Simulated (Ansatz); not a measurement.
Correlation energies of C2H9BSSi, SMILES `CB[SiH2]SC` by basis set

```xyz
14

C     1.7337    1.9761   -0.2225
B     0.1991    1.9384   -0.0229
Si   -0.8837    0.2428    0.1120
S     0.4159   -1.4471    0.0203
C    -0.7865   -2.7974    0.1742
H     1.8385    2.0348   -1.3216
H     2.2789    1.0818    0.0836
H     2.2218    2.8735    0.1644
H    -0.4144    2.9713   -0.0078
H    -1.6598    0.2153    1.3900
H    -1.8988    0.1604   -0.9827
H    -1.4973   -2.7821   -0.6520
H    -1.3210   -2.7361    1.1224
H    -0.2264   -3.7317    0.1427
```

The species carries charge 0 and has multiplicity 1. The structure was optimised at the PBE0-D4/def2-TZVP level. It is one conformer, not always the lowest. Frozen core, restricted reference, Ansatz 0.2.0. CBS rows extrapolate triple and quadruple zeta; past MP2 they add the triple-zeta difference.

```tsv
basis	HF (Eh)	MP2 corr.	CCSD corr.	(T)	CCSD(T) total
def2-SVP	-791.83408	-0.60035	-0.67791	-0.01973	-792.53172
def2-TZVPP	-792.19138	-0.75454	-0.82705	-0.03357	-793.05200
def2-QZVPP	-792.21656	-0.80857	–	–	–
CBS(def2)	-792.22002	-0.84860	-0.92110	as TZ	-793.17469
```
